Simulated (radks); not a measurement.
Q: Coulomb parameter of the 4f shell of neutral neodymium in the model configuration [Xe] 4f2 6s2 6p2, as a second difference U = [E(n + 0.5) + E(n - 0.5) - 2 E(n)] / (0.5)^2 with all orbitals relaxed. "Bare": the charge of the atom changes with n. "Screened": the 6p shell takes up the change at fixed total charge, which measures U(4f,4f) + U(6p,6p) - 2 U(4f,6p). Calculated with a radial shooting solver on a logarithmic mesh with Libxc functionals: scalar-relativistic Kohn-Sham, PBE, spin-unpolarised, spherical densities, point nucleus. Estimate both.

A: U(bare) = 15.585 eV, U(screened by 6p) = 9.692 eV, against the Slater integral F0(4f,4f) = 27.576 eV with frozen orbitals. The step up makes a negative ion, whose loosely bound charge lowers the bare value.
